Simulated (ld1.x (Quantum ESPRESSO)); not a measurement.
## In (Z = 49): one change to a TM potential, before and after

ld1.x (Quantum ESPRESSO) 7.5 input, shortened:

```
&input
   title='In', zed=49., rel=1, dft='BP', iswitch=3,
   config='[Kr] 4d10 5s2 5p0.5'
 /
 &inputp
   pseudotype=2, tm=.true., lloc=-1, rcloc=2.40,
   nlcc=.true., new_core_ps=.true.
 /
3
5S  1  0   2.00   0.00  2.15  2.15  0.0
5P  2  1   0.50   0.00  2.65  2.65  0.0
4D  3  2  10.00   0.00  1.35  1.35  0.0
 &test
   configts(1)='4d10 5s2 5p0.5'
 /
```

All-electron outer shells of the reference configuration (BP86, scalar-relativistic, ld1.x):

| shell | level (eV) | outermost node (bohr) | outermost maximum (bohr) |
| --- | --- | --- | --- |
| 4p | -81.72 | 0.42 | 0.82 |
| 4d | -22.21 | 0.40 | 0.94 |
| 5s | -11.59 | 1.02 | 2.13 |
| 5p | -5.46 | 1.14 | 2.74 |

Change: local potential the s channel.

Cutoffs: the cutoffs (Ry, on a coarse ladder) from which the occupation-weighted sum of valence levels, in a spherical-Bessel basis at the reference potential, stays within 10 and 1 mRy of its value at 400 Ry; they do not see the model core or the augmentation charge, which bear on the density cutoff. Errors are all-electron minus pseudo energies relative to the spin-unpolarised reference configuration.

What does the change do?

The potential gets neither clearly harder nor softer (90 Ry and 140 Ry → 90 Ry and 140 Ry); of the 7 tests that both files solve, the error grows in 4 and shrinks in 0 by more than 15 % and 0.3 meV (median size 12.3 → 14.3 meV); neither file shows a bound ghost.

| quantity | base | changed |
| --- | --- | --- |
| cutoff, loose | 90 Ry | 90 Ry |
| cutoff, tight | 140 Ry | 140 Ry |
| bound ghosts | none | none |
| error for 4d10 5s2 5p1, meV [ΔE -2.02 eV] | +0.4 | +0.4 |
| error for 4d10 5s2 5p0, meV [ΔE 3.50 eV] | -1.1 | -1.2 |
| error for 4d10 5s1 5p0, meV [ΔE 22.93 eV] | -12 | -14 |
| error for 4d9 5s2 5p1, meV [ΔE 23.19 eV] | -186 | -282 |
| error for 4d9 5s2 5p2, meV [ΔE 16.23 eV] | -238 | -325 |
| error for 4d10 5s1 5p2, meV [ΔE 3.85 eV] | -2.5 | -2.7 |
| error for 4d9 5s0 5p0, meV [ΔE 107.76 eV] | -194 | -293 |
| s: phases at 2.90 bohr within 0.05 rad from the reference energy up to (Ry; the scan ends near 5) | 1.1 | 1.9 |
| p: phases at 2.90 bohr within 0.05 rad from the reference energy up to (Ry; the scan ends near 5) | 1.8 | 2.8 |
| d: phases at 2.90 bohr within 0.05 rad from the reference energy up to (Ry; the scan ends near 5) | 0.3 | 0.2 |
